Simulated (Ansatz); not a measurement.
A series at Ge: from digermane, ligands are replaced one by one, each step taking up H–F and setting free H₂; n counts the steps. Ansatz, PBE0-D4/def2-TZVP geometries.

```tsv
n	molecule	HOMO energy, ωB97M-V/def2-TZVPP (eV)
0	`[GeH3][GeH3]`	-10.23
1	`[F][GeH2][GeH3]`	-10.41
2	`[F][GeH]([F])[GeH3]`	?
3	`[F][Ge]([F])([F])[GeH3]`	-11.68
```

Question: By hand: fit a straight line y = ȳ + b (n − n̄) to the 3 given rows and predict n = 2.

Answer: n̄ = 1.333, ȳ = -10.773; Σ(n − n̄)(y − ȳ) = -2.357, Σ(n − n̄)² = 4.667, so b = -0.505 eV a step. Prediction: -10.773 + (-0.505) × (0.667) = -11.11 eV.

Question: By hand: compare with the computed value, -10.78 eV, and give the steps along the whole series.

Answer: The line misses by 0.33 eV (computed minus predicted). Steps: -0.18, -0.37, -0.90 eV.

One step carries most of the change, so a line is a poor guide. The highest orbital can change its character along such a series. The miss is 22.8 % of the series' range.
